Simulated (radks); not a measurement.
Excited configurations of Mo I: one electron is placed in a higher orbital outside [Kr] 4d5. The ground configuration is [Kr] 4d5 5s1. Method: Dirac Kohn-Sham, PBEsol, spin-unpolarised, spherical densities, point nucleus; open shells are shared between the two j in proportion to 2j + 1; computed with a radial shooting solver on a logarithmic mesh with Libxc functionals. Excitation = E - E(ground); binding = E(ion) - E, where the ion is the core of charge +1; n* = 1/sqrt(2 binding) in atomic units, and the quantum defect is n - n*. Eigenvalue and <r> are those of j = l + 1/2.

outer orbital  excitation (eV)  binding (eV)     n*  quantum defect  eigenvalue (eV)  <r> (bohr)
4f                       6.003         0.903  3.881           0.119           -0.428       17.44
5d                       5.387         1.519  2.993           2.007           -0.713       10.87
5f                       6.283         0.623  4.672           0.328           -0.360       29.56
6s                       4.619         2.287  2.439           3.561           -1.351       9.363
6d                       5.964         0.942  3.801           2.199           -0.532       20.50
6f                       6.455         0.451  5.496           0.504           -0.281       44.38
7d                       6.270         0.636  4.624           2.376           -0.392       32.45
7f                       6.566         0.340  6.325           0.675           -0.223       62.26

The Delta-SCF ionisation energy is 6.906 eV (NIST Atomic Spectra Database: 7.092 eV, measured). Self-interaction in the functional shifts the binding energies and quantum defects, so they are the method's values and not measured ones. Spin polarisation and multiplet splitting are left out, so open shells lie too high by an amount that depends on their filling. Sharing an open shell by 2j + 1 raises it above the true ground level by a part of the spin-orbit splitting, which enters the differences from NIST.

Beside tabulated values, note that spin-unpolarised runs miss the spin-polarisation part of the exchange energy of open shells.
